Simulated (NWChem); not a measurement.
SnH₂BrF; SMILES [F][SnH2][Br]

This build's default masses of Se (78.918 u) and Br (79.917 u) are each other's, which moves their modes by up to 0.6 %. def2 effective core potentials on Sn; no spin-orbit coupling.

**Question.** Give the equilibrium geometry at PBE0/def2-SVP with def2 effective core potentials on Sn (NWChem) as a Z-matrix, with the point group.

**Answer.** point group Cs; any orientation.
```
Sn
F 1 1.9360
H 1 1.7038 2 105.93
H 1 1.7038 3 120.03 2 119.65
Br 1 2.4798 3 108.98 2 -113.75
```
